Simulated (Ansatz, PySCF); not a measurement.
Noncovalent pair: CH4O (SMILES CO) (first 6 atoms) with CH4S (SMILES CS); geometry from B3LYP-D3(BJ)/def2-TZVP.
(charge 0, multiplicity 1):
```xyz
12

C     -0.28958    -0.54513     0.09042
O     -0.19982     0.76841     0.63524
H     -1.26774    -0.73014    -0.36515
H     -0.15097    -1.23494     0.92132
H      0.49238    -0.73349    -0.65195
H     -0.27797     1.41032    -0.07701
C     -1.22501     0.03618     3.92232
S      0.55685    -0.32313     3.78605
H     -1.74194    -0.21588     2.99933
H     -1.60891    -0.58467     4.73005
H     -1.39599     1.08235     4.16696
H      0.76947     0.43259     2.69535
```

Monomers are frozen at their geometry in the pair; levels with a basis set take the counterpoise correction. Rows marked so take none.

Rows in 6-31G* carry no dispersion term and start afresh at each structure (6-31G* with six Cartesian d functions).

Codes used: Ansatz (Gaussian orbitals); PySCF for 6-31G* rows, the dispersion terms. 

### Question
One of these levels gives -1.50 kcal/mol for the interaction energy. Which?
(A) PBE-D3(BJ)/def2-TZVPPD
(B) revPBE-D4/def2-TZVPPD
(C) HF/6-31G* (no counterpoise)
(D) BP86/6-31G* (no counterpoise)

### Answer
C, HF/6-31G* (no counterpoise). The others give -3.39 (PBE-D3(BJ)/def2-TZVPPD), -2.47 (BP86/6-31G* (no counterpoise)), -3.00 (revPBE-D4/def2-TZVPPD)

Ansatz is an electronic-structure program.
